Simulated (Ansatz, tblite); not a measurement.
Removing and adding an electron: Al₆Ge. Total charge 0; singlet. Geometry: B3LYP-D4/def2-SVP. Ansatz, gas phase; energy differences of separate SCF runs; the oxidised species was run as a doublet alone; the reduced species was run as a doublet alone.

```xyz
7

Ge   -1.5029   -1.7137   -1.2727
Al   -1.0686   -0.7960    1.1332
Al   -0.4482    1.7284    1.1833
Al    1.0081   -1.1914   -0.7858
Al   -0.9483    0.8363   -1.2052
Al    1.4230   -0.2135    1.5864
Al    1.5370    1.3500   -0.6392
```

The xTB rows come from tblite. HOMO above LUMO, or a gap near zero within one spin, warns that the state may not be the lowest or that an electron is smeared out. The structure comes from a short search, and lower isomers may exist.

| level | −HOMO (eV) | vertical IE (eV) | −LUMO (eV) | vertical EA (eV) | HOMO–LUMO gap (eV) | IE − EA (eV) | remarks |
| --- | --- | --- | --- | --- | --- | --- | --- |
| GFN2-xTB | 6.59 | 9.18 | 6.32 | 4.01 | 0.27 | 5.17 | – |
| PBE-D4/def2-TZVPD | 4.65 | – | 3.68 | 1.89 | 0.97 | – | gap within one spin near zero (-1 doublet), restricted SCF unstable in HF (singlet), spin-contaminated (⟨S²⟩ 0.85) (-1 doublet) |

Task: Estimate the rows for PBE-D4/def2-TZVP, PBE0-D4/def2-TZVP.

Result: 
| level | −HOMO (eV) | vertical IE (eV) | −LUMO (eV) | vertical EA (eV) | HOMO–LUMO gap (eV) | IE − EA (eV) | remarks |
| --- | --- | --- | --- | --- | --- | --- | --- |
| PBE-D4/def2-TZVP | 4.64 | 6.64 | 3.68 | – | 0.96 | – | restricted SCF unstable in HF (singlet) |
| PBE0-D4/def2-TZVP | 5.32 | 6.65 | 3.16 | – | 2.15 | – | restricted SCF unstable in HF (singlet) |

Run but left out: HF/def2-SVP, HF/def2-TZVP (singlet: restricted singlet, unstable towards broken spin symmetry); MP2/def2-SVP, CCSD/def2-SVP, CCSD(T)/def2-SVP (charge +1 doublet: ⟨S²⟩ 2.49, where a pure state has 0.75); HF/def2-TZVPD (singlet: restricted singlet, unstable in another Hartree–Fock run and untested here); PBE0-D4/def2-TZVPD (charge -1 doublet: ⟨S²⟩ 1.05, where a pure state has 0.75).   Raw xTB energy differences between charge states are shifted by several eV; the methods need an empirical correction for them.
